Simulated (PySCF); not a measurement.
Input of a run (PBE0-D3(BJ)/def2-SVP geometry optimisation, gas phase (PySCF 2.14.0)), started from GFN2-xTB:
```
{"job": {"xc": "PBE0", "basis": "def2-SVP", "d3": "d3bj", "grid": 1, "shake": 0.01, "kind": "geom"}, "charge": 0, "multiplicity": 1}
O      0.204400    -1.269660    -1.202850
C     -0.161360    -0.442660    -0.383300
Si     1.052770     0.465320     0.784590
O      2.562730    -0.087550     0.388840
C     -1.647970    -0.087020    -0.226460
F     -1.832610     1.242290    -0.412680
F     -2.037550    -0.342470     1.040890
F     -2.454610    -0.717920    -1.044840
H      0.721330     0.076980     2.169170
H      0.969270     1.886370     0.505890
H      2.661700    -0.749500    -0.280120
```

Output (energies in Eh, forces in Eh/bohr):
```
step   0  E = -816.36815043  max force = 0.018660
step   1  E = -816.37240580  max force = 0.004906
step   2  E = -816.37287641  max force = 0.003566
step   3  E = -816.37306638  max force = 0.003506
step   4  E = -816.37312917  max force = 0.001418
step   5  E = -816.37314348  max force = 0.000461
step   6  E = -816.37314877  max force = 0.000684
step   7  E = -816.37315835  max force = 0.000543
step   8  E = -816.37316480  max force = 0.000277
optimisation converged
```

Task: Summarise the run.

Result: The energy falls by 13.2 kJ/mol over 9 energy and gradient evaluations, the largest force component goes from 0.0187 to 2.8e-04 Eh/bohr, and the atoms move by 0.164 Å rms after alignment. The bond that changes most is Si3–H10 (oxygen-bound silicon to Si–H hydrogen), which lengthens by 0.037 Å. Bonds longer at the end by more than 0.005 Å: 5 of 10; shorter: 3. Among the angles that change most is Si3–O4–H11, from 119.9° to 110.8°. The energy never rose by more than 1e-6 Eh on the way. The first step brought 85 % of the lowering.

Task: What are the final bond lengths?

Result: O1=C2 1.207 Å, C2–Si3 1.944 Å, Si3–O4 1.654 Å, C2–C5 1.537 Å, C5–F6 1.335 Å, C5–F7 1.334 Å, C5–F8 1.318 Å, Si3–H9 1.488 Å, Si3–H10 1.488 Å, O4–H11 0.970 Å. Numbering counts from 1 in the input's order; the species is `O=C([SiH2]O)C(F)(F)F`.

The run used 131 basis functions and 64 SCF cycles in all. Time: 1.9 min wall; peak memory 0.55 GiB. Hardware: one thread of an Arm Neoverse N1, no GPU, shared host with 64 logical CPUs at a one-minute load of 60.

Not checked by PBE0-D3(BJ)/def2-SVP frequencies. The numbers are those of one conformer.

Conformer computed: `[O:1]=[C:2]([SiH2:3][OH:4])[C:5]([F:6])([F:7])[F:8]`: O1–C2–Si3–O4 -1°, O1–C2–C5–F6 -125°, H–O4–Si3–C2 1°.
